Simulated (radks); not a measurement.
Fractional charge and spin in the 5s shell of promethium: the spin-up occupation runs from 0 to 1 and the spin-down occupation from 0 to 1; the fullest corner is Pm3+, [Kr] 4d10 4f(up 2, down 2) 5p6 5s(up 1, down 1). All-electron calculation, scalar-relativistic Kohn-Sham, LDA (Slater exchange, Perdew-Wang correlation), spin-polarised, spherical densities, point nucleus. Program: a radial shooting solver on a logarithmic mesh with Libxc functionals. Energy (eV) minus the two flat planes that join the four corners (they meet along the diagonal where the two added fractions sum to one electron); zero is where a piecewise linear energy would lie.

\begin{tabular}{lrrrrr}
down \ up & 0 & 0.25 & 0.5 & 0.75 & 1 \\ \hline
0 & 0.000 & -1.381 & -1.837 & -1.374 & 0.000 \\
0.25 & -1.381 & -1.781 & -1.265 & 0.161 & -1.324 \\
0.5 & -1.837 & -1.265 & 0.215 & -1.218 & -1.759 \\
0.75 & -1.374 & 0.161 & -1.218 & -1.707 & -1.315 \\
1 & 0.000 & -1.324 & -1.759 & -1.315 & 0.000 \\
\end{tabular}

Corners above the fullest one (they belong to Pm4+ and the next ion): (up 1, down 0) 76.479 eV, (up 0, down 1) 76.479 eV, (up 0, down 0) 168.21 eV. With half an added electron in each spin the energy lies 0.215 eV from the planes, and with half an added electron in spin up alone -1.837 eV. The planes are only a guide here: the flat-plane condition holds for ground states with one frontier orbital, while this shell lies below other occupied shells, so the corners above the fullest one are inner-hole states and not the ground states of those ions.
